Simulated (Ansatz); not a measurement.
CH₃BrSn (SMILES [CH3][Sn][Br]), singlet, at a GFN2-xTB geometry (such geometries of metal compounds can be far from the true shape) (all electrons, no relativity); CASSCF(4,3)/STO-3G in Ansatz (a program for electronic structure).

Input for Ansatz:
Ansatz 0.2 input:
```yaml
crystal:
  periodic: [false, false, false]
  atoms:
    - {symbol: Sn, position_ang: [-0.16460342, -0.45164941, 0.81979646]}
    - {symbol: Br, position_ang: [0.50376393, 1.18033168, -0.98898222]}
    - {symbol: C, position_ang: [-0.99694756, -1.99240174, -0.61830869]}
    - {symbol: H, position_ang: [-0.21443926, -2.35574924, -1.29060508]}
    - {symbol: H, position_ang: [-1.77456152, -1.55484137, -1.25055885]}
    - {symbol: H, position_ang: [-1.43088011, -2.86413736, -0.12442920]}
basis:
  gaussian:
    orbitals: STO-3G
hamiltonian:
  xc: hf
magnetization: {spin_polarized: false}
correlation: {active_space: {window: {electrons: 4, orbitals: 3}}}
```

Output, abridged:

```
Functional definition: HF
646 factors; integrals over basis functions are off by at most 3.0e-5 eV
mean field evaluation 1: about -232578.9644 eV, gradient 1.1e1 eV
mean field evaluation 2: about -232579.0230 eV, gradient 1.1e1 eV
mean field evaluation 4: about -232579.9118 eV, gradient 6.6e-1 eV
mean field evaluation 8: about -232579.9166 eV, gradient 2.9e-6 eV
mean field -232579.91659616 eV, -8547.1542865793 hartree, gradient 2.2e-6 eV, S^2 0.000000; 0 other end points of the search recorded, 0 dependent functions left out
reference -232579.91659616 eV, -8547.1542865793 hartree; 47, 47 occupied and 6, 6 virtual orbitals, 646 factors
state -232580.37478415 eV, -8547.1711246773 hartree
Total energy: -232580.37478415 eV, -8547.1711246773 hartree
```
